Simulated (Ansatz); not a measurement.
Isolated molecules relaxed with PBE0-D4/def2-TZVP in Ansatz; ΔE leaves out vibrations. CBS: MP2 limit from def2 TZ/QZ plus the TZ coupled-cluster correction, frozen cores. This one scheme is used for every species. DFT in def2-TZVPP.

Reaction (formal exchange of groups at a C–C bond): `CC=C(C)C` + BH₃ → `B/C(C)=C/C` + CH₄

```
     species  r2SCAN energy (Eh)
  `CC=C(C)C`          -196.48388
         BH₃           -26.58636
`B/C(C)=C/C`          -182.59923
         CH₄           -40.50087
```

**Question.** Work out ΔE.

**Answer.** ΔE = (-182.59923) + (-40.50087) − (-196.48388) − (-26.58636) = -0.02986 Eh = -78.4 kJ/mol. CCSD(T)/CBS gives -68.8 kJ/mol.

Largest T1 diagnostic among the species: 0.010.

From PBE to PBE0 (25 % exact exchange), in def2-TZVPP and without D4, ΔE moves by +5.4 kJ/mol. In def2-TZVPP, CCSD(T) changes the Hartree–Fock value by −7.2 kJ/mol (the triples alone add −2.6 kJ/mol) and MP2 by −8.8 kJ/mol.
